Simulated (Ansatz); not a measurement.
Coupled-cluster run, GaGeH$_{5}$OS, SMILES `[OH][GeH2][S][GaH2]`.

```yaml
crystal:
  periodic: [false, false, false]
  atoms:
    - {symbol: O, position_ang: [-0.614588, 0.051280, -0.838181]}
    - {symbol: Ge, position_ang: [1.101691, 0.718278, -0.536485]}
    - {symbol: S, position_ang: [1.518583, -0.536314, 1.164511]}
    - {symbol: Ga, position_ang: [-0.755129, -1.023152, 0.962457]}
    - {symbol: H, position_ang: [-1.297442, 0.705993, -1.010554]}
    - {symbol: H, position_ang: [0.891812, 2.226004, -0.299938]}
    - {symbol: H, position_ang: [1.900984, 0.454784, -1.820860]}
    - {symbol: H, position_ang: [-1.046045, -2.510078, 0.582896]}
    - {symbol: H, position_ang: [-1.699857, -0.086784, 1.796153]}
basis:
  gaussian: {orbitals: def2-TZVPP}
correlation: {method: ccsd_t}
output: {orbitals: {seedname: orbitals}}
```

```sh
$ ansatz run in.yaml --threads 4 --pin off --events-out ev --progress --plain --max-ram 10444MiB
```

Log, shortened:

```
Functional definition: HF
1463 factors; integrals over basis functions are off by at most 8.8e-4 eV
mean field evaluation 1: about -121742.0528 eV, gradient 3.6e1 eV
mean field evaluation 2: about -121742.2386 eV, gradient 3.6e1 eV
mean field evaluation 4: about -121745.1497 eV, gradient 3.4e0 eV
mean field evaluation 8: about -121745.1978 eV, gradient 2.4e-1 eV
mean field -121745.19823175 eV, -4474.0535131576 hartree, gradient 1.7e-6 eV, S^2 0.000000; 0 other end points of the search recorded, 0 dependent functions left out
24 core orbitals not correlated: weight in the atoms' cores, before any rotation towards them, 1.000 or more for the frozen orbitals, at most 0.000 for the correlated occupied ones
reference -121745.19823175 eV, -4474.0535131576 hartree; 22, 22 occupied and 193, 193 virtual orbitals, 1463 factors
second order -24.74652637 eV of doubles, -0.00000000 eV of singles
cycle   1  -24.48075998 eV  change    2.7e-1 eV  update   1.3e-1
cycle   2  -25.30211001 eV  change   -8.2e-1 eV  update   3.7e-2
cycle   3  -25.42683547 eV  change   -1.2e-1 eV  update   1.7e-2
cycle   4  -25.40986645 eV  change    1.7e-2 eV  update   3.7e-3
cycle   5  -25.40898304 eV  change    8.8e-4 eV  update   1.6e-3
cycle   6  -25.40937128 eV  change   -3.9e-4 eV  update   4.5e-4
cycle   7  -25.40914053 eV  change    2.3e-4 eV  update   2.0e-4
cycle   8  -25.40913545 eV  change    5.1e-6 eV  update   7.5e-5
cycle   9  -25.40917069 eV  change   -3.5e-5 eV  update   3.2e-5
perturbative correction -1.03905543 eV, -0.0381845826 hartree
Total energy: -121771.64645787 eV, -4475.0254675400 hartree
```

It took 3.9 min on 4 threads of an Arm Neoverse V1 on a shared host, with 4.5 GiB of host memory at the peak.

MP2 recovers 93.6 % of the CCSD(T) correlation energy and the triples give 3.9 %; T1 = 0.0124.
